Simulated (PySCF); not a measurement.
Si(I)(SH) (HISSi), SMILES I[Si]S (connectivity only; charge and spin as stated), neutral, multiplicity 1. Atoms are numbered in the order given.

```xyz
4

Si     1.1030    -1.1003     0.0000
I     -0.1061     1.0668     0.0000
S     -0.6203    -2.3531     0.0000
H      0.1050    -3.4887     0.0000
```
Charge 0, spin multiplicity 1.

Geometry: PBE0-D3(BJ)/def2-TZVP. The def2 effective core potentials stand for the cores of I; spin–orbit coupling is left out. One conformer was computed; it need not be the lowest.

Level of theory: ωB97X/def2-TZVPD in PySCF.

Symmetry labels are those of the subgroup Cs that the program uses (full group Cs).

Q: List the valence orbital energies around the gap with their symmetry. (Estimate from the structure and the level; the computed values follow.)

A: 
```
orbital  symmetry  energy (eV)
-------  --------  -----------
HOMO−7         A'       -22.34
HOMO−6         A'       -16.37
HOMO−5         A'       -14.16
HOMO−4         A'       -11.98
HOMO−3         A"       -11.25
HOMO−2         A'       -10.25
HOMO−1         A"        -9.97
HOMO           A'        -9.15
LUMO           A"        -0.76
LUMO+1         A'         0.88
LUMO+2         A'         1.33
LUMO+3         A'         1.54
```
